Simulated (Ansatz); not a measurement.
The inner images of a band of H4OSSi2 (8 atoms, charge 0, multiplicity 1) are given out of order.

Level of theory: RKS PBE/def2-SVP (Ansatz).

Image 0:

```xyz
8
Properties=species:S:1:pos:R:3
O -0.264 2.092 -0.540
Si -0.411 0.721 0.412
Si 0.656 -1.259 0.097
S -1.489 -0.995 -0.358
H -0.003 1.932 -1.465
H -0.849 1.241 1.740
H 1.505 -1.524 -1.116
H 0.947 -2.266 1.174
```

Image 8:

```xyz
8
Properties=species:S:1:pos:R:3
O -0.044 1.783 -0.069
Si -0.621 0.218 1.357
Si 0.680 -1.325 0.149
S -1.395 -0.941 -0.418
H -0.487 1.327 -0.831
H -0.593 2.574 0.111
H 1.650 -0.947 -0.940
H 0.901 -2.747 0.584
```

Put them in order from the first end to the last, with their energies above the first end.
A.
```xyz
8
Properties=species:S:1:pos:R:3
O -0.072 1.991 -0.124
Si -0.537 0.226 1.154
Si 0.719 -1.452 0.120
S -1.339 -1.052 -0.483
H -0.539 1.839 -0.977
H -0.714 2.503 0.414
H 1.705 -1.353 -1.011
H 0.870 -2.758 0.850
```
B.
```xyz
8
Properties=species:S:1:pos:R:3
O -0.074 1.889 -0.084
Si -0.590 0.210 1.265
Si 0.706 -1.395 0.137
S -1.357 -1.001 -0.457
H -0.518 1.579 -0.907
H -0.649 2.606 0.256
H 1.689 -1.172 -0.982
H 0.885 -2.773 0.716
```
C.
```xyz
8
Properties=species:S:1:pos:R:3
O 0.129 1.905 -0.458
Si -0.319 0.628 0.611
Si 0.675 -1.405 0.143
S -1.405 -0.993 -0.396
H -0.561 1.995 -1.138
H -0.933 1.869 1.186
H 1.636 -1.442 -1.021
H 0.869 -2.614 1.016
```
D.
```xyz
8
Properties=species:S:1:pos:R:3
O 0.182 1.864 -0.647
Si -0.301 0.699 0.465
Si 0.671 -1.342 0.159
S -1.428 -0.971 -0.369
H -0.562 2.095 -1.231
H -0.959 1.552 1.504
H 1.608 -1.442 -1.017
H 0.882 -2.512 1.080
```
E.
```xyz
8
Properties=species:S:1:pos:R:3
O 0.014 2.001 -0.277
Si -0.380 0.474 0.823
Si 0.679 -1.444 0.123
S -1.382 -1.006 -0.459
H -0.540 1.982 -1.091
H -0.806 2.033 0.825
H 1.668 -1.449 -1.007
H 0.838 -2.648 1.007
```
F.
```xyz
8
Properties=species:S:1:pos:R:3
O -0.008 2.037 -0.571
Si -0.329 0.727 0.427
Si 0.676 -1.290 0.140
S -1.432 -0.933 -0.426
H -0.415 1.984 -1.453
H -0.851 1.299 1.705
H 1.592 -1.496 -1.033
H 0.859 -2.385 1.155
```
G.
```xyz
8
Properties=species:S:1:pos:R:3
O -0.057 2.052 -0.176
Si -0.449 0.314 1.009
Si 0.703 -1.463 0.107
S -1.351 -1.036 -0.494
H -0.557 1.979 -1.024
H -0.739 2.215 0.562
H 1.699 -1.436 -1.012
H 0.843 -2.683 0.971
```

F (+0.07 eV), D (+0.27 eV), C (+1.34 eV), E (+2.52 eV), G (+1.77 eV), A (+1.46 eV), B (+1.36 eV).

Time of the run: 110 s on 2 threads of Intel(R) Xeon(R) Platinum 8488C (Sapphire Rapids), on a shared host, peak memory 0.14 GiB.
